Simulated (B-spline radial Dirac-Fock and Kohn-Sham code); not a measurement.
# Sn⁶⁺: input and output of one calculation

ΔSCF core binding energies without Breit or QED terms, calculated with a radial atomic solver. Keys: rel is the Hamiltonian (dirac, or spin-free x2c and nr, where L3 and M5 stand for the whole 2p and 3d shells), method is hf or an exchange,correlation pair (spin-unpolarised, also for the hole states), nuc the nuclear model, radius_factor scales its radius, rmax is the box in bohr, h the logarithmic mesh step, order the B-spline order, points the quadrature points per cell, c_factor scales the speed of light, and damp, ndamp, maxit and tol steer the iteration. The run stops when the commutator error falls below 10·tol·max(1, Z/10), or the numerical noise floor, and the energy has settled to about 1e-8 Ha; the virial ratio is −V/T.

Input (task.json):

```json
{"items": [{"Z": 50, "q": 6, "cfg": [[1, 0, 2], [2, 0, 2], [2, 1, 6], [3, 0, 2], [3, 1, 6], [3, 2, 10], [4, 0, 2], [4, 1, 6], [4, 2, 8]], "A": 120, "rrms": 4.6519, "do": "settings", "holes": ["K", "L3", "M5"],
  "settings": [{"rel": "dirac", "method": "hf", "nuc": "fermi", "radius_factor": 0.5, "rmax": 45.0, "h": 0.3, "order": 8, "points": 10, "c_factor": 1.0, "maxit": 60, "damp": 0.5, "ndamp": 3, "tol": 1e-08}]}]}
```

Command: `python xray2_run.py task.json out`

Ground-state iterations:

```
iter   energy (Ha)        error
   1    -6148.00743748  1.77e+00
   2    -6163.24119531  5.15e-01
   3    -6166.42774539  1.64e-01
   4    -6166.72178540  5.40e-02
   5    -6166.74739737  1.80e-02
   6    -6166.75205625  2.21e-03
   7    -6166.75209148  1.31e-04
   8    -6166.75209156  1.48e-05
   9    -6166.75209156  1.20e-06
  10    -6166.75209156  6.19e-08
```

The ground state converged in 10 iterations, with total energy -6166.75209 Ha, virial ratio 1.94951 and highest orbital energy -116.43 eV. ΔSCF binding energies: K (1s) 29398.4 eV, L3 (2p3/2) 4038.2 eV. Holes are computed only in closed shells, and unreliable hole states are left out.
